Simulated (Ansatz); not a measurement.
`[OH][In]([F])[Br]` + NH₃ → `[NH2][In]([OH])[Br]` + H–F at 400 K and 1 bar (ligand exchange at the In–F bond).

Isolated molecules relaxed with PBE0-D4/def2-TZVP in Ansatz; ΔE leaves out vibrations. CBS: MP2 limit from def2 TZ/QZ plus the TZ coupled-cluster correction, frozen cores. This one scheme is used for every species. Elements past krypton have def2 core potentials. For Br, In outer-core shells are correlated without core-valence functions, which leaves a few kJ/mol of doubt a bond. Scalar relativity is left out up to krypton. One conformer a species, not always the lowest.

| species | CCSD(T)/CBS energy (Eh) | H − E (kJ/mol) | S (J/(mol·K)) |
| --- | --- | --- | --- |
| `[OH][In]([F])[Br]` | -2938.80145 | 68.6 | 378.3 |
| NH₃ | -56.50880 | 104.2 | 203.1 |
| `[NH2][In]([OH])[Br]` | -2894.90232 | 134.2 | 395.4 |
| H–F | -100.39570 | 36.5 | 182.2 |

H − E and S are ideal-gas, rigid-rotor, harmonic terms from PBE0-D4/def2-TZVP, for one conformer and one mirror image of each species. 1 Eh = 2625.50 kJ/mol, R = 8.31446 J/(mol·K).

Task: By hand: ΔE, ΔH, ΔS and ΔG.

Result: ΔE = (-2894.90232) + (-100.39570) − (-2938.80145) − (-56.50880) = 0.01223 Eh = 32.1 kJ/mol. Δ(H − E) = 134.2 + 36.5 − 68.6 − 104.2 = -2.1, so ΔH = 30.0 kJ/mol. ΔS = 395.4 + 182.2 − 378.3 − 203.1 = -3.8 J/(mol·K). ΔG = 30.0 − 400 × (-3.8)/1000 = 31.5 kJ/mol.

Task: By hand: the equilibrium constant, and the temperature at which ΔG would vanish if ΔH and ΔS stayed fixed.

Result: log₁₀ K = −ΔG/(RT ln 10) = -4.1. ΔH and −TΔS have one sign here, so there is no such temperature.

The number of gas molecules stays the same, so ΔS is small and ΔH decides. A doubt of 5 kJ/mol in ΔE shifts log₁₀ K by 0.7 here. Other conformers and mirror images would add mixing entropy, several J/(mol·K) or more a flexible species. These are equilibria of isolated gas molecules and say nothing of rates. Largest T1 diagnostic: 0.014 (customary marks: 0.02 for closed shells, 0.045 for open ones).

ΔS is within the doubt of such terms, so its sign, and with it that verdict, could turn.
